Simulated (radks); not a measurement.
Species: Ne III. Configuration: [He] 2s2 2p4. Method: scalar-relativistic Kohn-Sham, r2SCAN, spin-unpolarised, spherical densities, finite nucleus; meta-GGA in the generalised Kohn-Sham scheme; Fermi nuclear charge, rms radius 3.0055 fm; computed with a radial shooting solver on a logarithmic mesh with Libxc functionals.

Local quantities along the radius. ELF = 1/(1 + alpha^2) is the electron localisation function; alpha = (tau - tau_W)/tau_unif compares the Pauli kinetic energy density with that of the uniform gas. tau is taken from the large components.

r (bohr)    ELF     alpha
0.008303  1.000  0.005001
0.01022   1.000  0.005253
0.01249   1.000  0.005574
0.01537   1.000  0.006020
0.01878   1.000  0.006600
0.02293   1.000  0.007393
0.02824   1.000  0.008553
0.03449   1.000   0.01017
0.04246   1.000   0.01270
0.05186   1.000   0.01654
0.06335   0.999   0.02287
0.07799   0.999   0.03463
0.09526   0.997   0.05646
0.1173    0.989    0.1047
0.1433    0.957    0.2128
0.175     0.814    0.4779
0.2154    0.431     1.149
0.2631    0.171     2.204
0.324     0.144     2.433
0.3957    0.310     1.492
0.4833    0.614    0.7925
0.595     0.797    0.5044
0.7268    0.853    0.4146
0.8948    0.853    0.4145
1.093     0.805    0.4923
1.335     0.676    0.6927
1.644     0.409     1.202
2.007     0.135     2.526
2.472     0.020     6.960
3.019     0.002     23.73

On this mesh the ELF has minima near r = 0.29 bohr, which separate the shells, and maxima near 0.81 (0.86).
